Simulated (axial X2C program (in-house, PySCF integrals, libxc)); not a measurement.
Worked dissociation energy of NaAg: r2SCAN0, two-component

Computed with an axial X2C code built on PySCF integrals. Two-component (2c) means X2C with spin–orbit coupling and atomic mean-field two-electron Coulomb and Gaunt terms. Basis: Ag dyall-cv3z [12s12p8d5f3g], Na dyall-cv3z [9s8p5d2f] (cores contracted in-house); Gaussian nuclei, density fitting, unrestricted open shells. Masses: Ag 106.905 u, Na 22.990 u.

Molecular state: Ω = 0 (closed shell).

* E(Ag) (2M_J = 1): -5313.221886 hartree
* E(Na) (2M_J = 1): -162.441861 hartree
* E(NaAg) at Re: -5475.714026 hartree
* ωe: 202.3 cm⁻¹

Work out De and D0.

De = -5313.221886 + (-162.441861) − (-5475.714026) = 0.05028 hartree = 1.368 eV. The zero-point energy is ωe/2 = 101 cm⁻¹ = 0.013 eV, so D0 = 1.356 eV.

The state is one determinant whose occupation by symmetry is held fixed; it was picked as the lowest of a PBE0 search that is not exhaustive. The closed shell is kept restricted, so the energy runs too high when the bond is stretched far. De is counted from the lowest determinant-based energies of the atoms at the same level, without counterpoise correction.

Each atomic determinant is the lowest at this level and need not be a pure J level. Totals compare only within one Hamiltonian and basis.
